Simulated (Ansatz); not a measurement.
Reaction (formal exchange of groups at the Sn–C bond): `CO[C](=N)[SnH3]` + `[CH3][Al]([CH3])[Cl]` → `[CH3][Al]([CH3])[SnH3]` + `COC(=N)Cl`

Calculated with Ansatz (gas phase, PBE0-D4/def2-TZVP geometries, no zero-point term in ΔE). CCSD(T)/CBS adds triple-zeta CCSD(T) − MP2 to the extrapolated MP2 energy (def2 sets, frozen cores). DFT in def2-TZVPP. B3LYP here is the variant with VWN-RPA as its local correlation; programs differ in this. Elements past krypton have def2 core potentials. For Sn outer-core shells are correlated without core-valence functions, which leaves a few kJ/mol of doubt a bond. One conformer a species, not always the lowest.

| level | ΔE (kJ/mol) | difference from CCSD(T)/CBS |
| --- | --- | --- |
| PBE-D4 | 145.0 | -21.7 |
| r2SCAN-D4 | 158.4 | -8.3 |
| PBE0-D4 | 150.2 | -16.5 |
| B3LYP-D4 | 162.3 | -4.4 |
| ωB97X-V | 163.7 | -3.0 |
| ωB97M-V | 166.1 | -0.6 |
| B2PLYP | 166.2 | -0.5 |
| PBE | 144.0 | -22.7 |
| r2SCAN | 158.2 | -8.5 |
| PBE0 | 149.4 | -17.3 |
| B3LYP | 160.6 | -6.1 |
| HF/def2-TZVPP | 177.0 | 10.3 |
| MP2/def2-TZVPP | 170.5 | 3.8 |
| SCS-MP2/def2-TZVPP | 171.0 | 4.3 |
| CCSD/def2-TZVPP | 169.0 | 2.3 |
| CCSD(T)/def2-TZVPP | 167.7 | 1.0 |
| HF/def2-QZVPP | 177.7 | 11.0 |
| MP2/def2-QZVPP | 170.2 | 3.5 |
| SCS-MP2/def2-QZVPP | 171.4 | 4.7 |
| HF/CBS(def2) | 177.8 | 11.1 |
| MP2/CBS(def2) | 169.6 | 2.9 |
| CCSD/CBS(def2) | 168.1 | 1.4 |
| CCSD(T)/CBS | 166.7 | 0 |

Largest T1 diagnostic among the species: 0.014.

In def2-TZVPP, CCSD(T) changes the Hartree–Fock value by −9.3 kJ/mol (the triples alone add −1.3 kJ/mol) and MP2 by −6.5 kJ/mol. From PBE to PBE0 (25 % exact exchange), in def2-TZVPP and without D4, ΔE moves by +5.4 kJ/mol.
